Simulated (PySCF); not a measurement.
Computed properties of F2H4MoO4, SMILES [F][Mo]([OH])([OH])([OH])([OH])[F], multiplicity 1

Mo(F)2(OH)4 (F2H4MoO4), SMILES [OH][Mo]([OH])([OH])([OH])([F])[F], multiplicity 1. Geometry: r2SCAN-D4/def2-SVP. The multiplicity is an assumed one; other spin states were not compared. The def2 effective core potentials stand for the cores of Mo; spin–orbit coupling is left out. The values are those of a single conformer. All values are computed for the isolated molecule unless a solvent is named; none is compared with measurement here.

**Structure.** The optimised structure has C2 symmetry. All 27 harmonic modes at r2SCAN-D4/def2-SVP (PySCF) are real, so it is a minimum. With heavy atoms numbered as in [Mo:1]([F:2])([F:3])([OH:4])([OH:6])([OH:8])[OH:10], the shortest bond between them is Mo1–O8 at 1.853 Å and the longest Mo1–O4 at 1.907 Å.

**Vibrations.** The strongest infrared lines (harmonic, unscaled, degenerate partners summed) lie at 3824 cm⁻¹ (502 km/mol, H 94 %), 690 cm⁻¹ (469 km/mol, O 59 %, Mo 20 %, F 12 %, H 9 %), 783 cm⁻¹ (313 km/mol, O 55 %, H 23 %, Mo 21 %). The softest mode is at 51 cm⁻¹ and the zero-point energy is 37.1 kcal/mol.

**Electronic structure.** M06-2X/def2-TZVP (PySCF) places the frontier levels at -11.30 and -3.00 eV, a gap of 8.30 eV, and gives a dipole moment of 1.13 D and a mean polarisability of 62.8 bohr³. PBE/def2-TZVP (PySCF) at the same geometry gives -7.74 and -4.17 eV, so its gap is 4.73 eV narrower. An orbital gap is neither the optical nor the fundamental gap.

**Excitations.** TDA-PBE0/def2-SVPD (PySCF) has S1 at 4.03 eV (307 nm, f = 0.001, dark); the most intense of the 6 singlets computed lies at 4.10 eV (f = 0.00). T1 (TDA) is at 3.46 eV, 0.57 eV under S1. TDA-PBE/def2-SVPD (PySCF) puts S1 at 3.58 eV. No vertical singlet excitation falls in the visible range (under 3.1 eV).
